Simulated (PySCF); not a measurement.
Compound: C₄H₅FN₂.
Geometry (PBE0-D3(BJ)/def2-SVP, Å), atoms numbered from 1 in this order:
```
atom  x, y, z in Å
C1    -1.5322   -0.2099    0.6320
N2    -0.2234    0.0162    0.0750
C3     0.8649   -0.8379    0.0935
C4     1.8619   -0.1750   -0.5738
N5     1.4274    1.0561   -1.0018
C6     0.2031    1.1137   -0.5962
F7    -0.6232    2.1204   -0.7781
H8    -2.0614   -1.0083    0.0896
H9    -1.4568   -0.4868    1.6934
H10   -2.1151    0.7155    0.5508
H11    0.8210   -1.8119    0.5744
H12    2.8768   -0.5179   -0.7693
```

Linear response at wB97X-D/def2-SVPD (PySCF, frozen core in the response, non-relativistic).

Static isotropic polarisability: 59.12 au (8.76 Å³), principal values 41.4, 63.9, 72.0 au.

(1) What is the polarisability at 1064 nm and at the sodium D line?

(2) What is the isotropic C6 coefficient between two such molecules, C6 = (3/π)∫α(iω)² dω?

(3) Which effective excitation energy ω̄ makes London's formula C6 = (3/4)α²ω̄ exact here?

(4) What does −C6/R⁶ come to at R = 10 Å between centres?

(5) What n − 1 at the D line would an ideal gas of it have at 273.15 K and 1 atm (2.6868 × 10¹⁹ cm⁻³), by n − 1 = 2π·N·α′?

(6) The lowest 6 singlets have (eV, f): 6.54, 0.016; 6.67, 0.155; 7.22, 0.018; 7.24, 0.006; 7.38, 0.001; 7.74, 0.000. What share of the static polarisability do they carry in the sum over states α = Σ f/ω²?

(7) How anisotropic is the static polarisability, by Δα² = ½[(α1 − α2)² + (α2 − α3)² + (α3 − α1)²]?

(8) How many electrons N does the Slater–Kirkwood formula C6 = (3/4)·√N·α^(3/2) need to give this C6?

(9) What molar refraction at the D line follows from R = (4π/3)·N_A·α′, with α′ the polarisability volume?

Results:

(1) 59.60 au at 1064 nm (+0.8 %), 60.75 au at 589.3 nm (+2.8 %). The rise at 589.3 nm is 3.38 times that at 1064 nm; a pure ω² law gives 3.26. The lowest singlet lies at 189 nm, shorter than both wavelengths.

(2) 1546 au (Eh·bohr⁶) by a ten-point quadrature over imaginary frequencies, which is 924 eV·Å⁶ or 89.2 J·nm⁶/mol.

(3) ω̄ = 4·C6/(3α²) = 0.590 Eh = 16.1 eV. A one-pole form α(ω) = α/(1 − ω²/ω̄²) fitted to the 1064 nm value gives 12.9 eV.

(4) -89 J/mol. This is the leading, orientation-averaged term; C8 and higher terms are left out.

(5) 15.20 × 10⁻⁴, a formal value whether or not that pressure can be reached.

(6) 3.21 au, 5.4 % of α; the largest term, 2.57 au, is that of the state at 6.67 eV. Their oscillator strengths add up to 0.20. Higher states carry the rest.

(7) Δα = 27.4 au, or 0.46 of the isotropic value.

(8) N = (4·C6/3)²/α³ = 20.6; the species has 52 electrons in all.

(9) α′ = 9.00 Å³ gives R = 22.71 cm³/mol, for isolated, non-vibrating species.

Note: wB97X-D ran without an empirical dispersion term, which enters the total energy and its gradient alone.
